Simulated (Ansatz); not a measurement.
CH7FSi3 (`F[SiH]1C[SiH2][SiH2]1`), relaxed with RKS PBE0-D4/def2-TZVP in Ansatz 0.2.0 from a PBE-D4/def2-SVP geometry. The force threshold is 0.005 eV/Å; the program also tests the step.

Charge 0, multiplicity 1.

Start:

```xyz
12

F    -0.801   -1.824    1.567
Si    0.005   -0.395    1.395
C     1.248   -0.540   -0.037
Si    0.063   -0.040   -1.468
Si   -1.294    1.105    0.103
H     0.587   -0.061    2.744
H     1.788   -1.504   -0.141
H     2.009    0.263    0.095
H     0.709    0.698   -2.612
H    -0.653   -1.251   -2.005
H    -2.793    1.009    0.065
H    -0.868    2.539    0.296
```

Question: By how much does the energy fall, and how many steps does the optimiser take? (Best estimate.)

Answer: Ansatz gave: 6.08 kJ/mol, in 6 steps.

Question: Which bonds change most? (Best estimate.)

Answer: Computed: F1–Si2 from 1.650 to 1.608 Å; Si2–C3 from 1.902 to 1.879 Å; C3–Si4 from 1.924 to 1.901 Å; Si2–H6 from 1.507 to 1.488 Å.

Question: Give the relaxed structure. (Estimate.)

Answer: Ansatz gave: 
```xyz
12

F    -0.767   -1.800    1.555
Si    0.003   -0.399    1.378
C     1.233   -0.536   -0.036
Si    0.061   -0.045   -1.451
Si   -1.291    1.096    0.102
H     0.577   -0.063    2.709
H     1.763   -1.485   -0.139
H     1.979    0.258    0.089
H     0.705    0.689   -2.574
H    -0.636   -1.242   -1.992
H    -2.773    1.017    0.064
H    -0.856    2.509    0.295
```
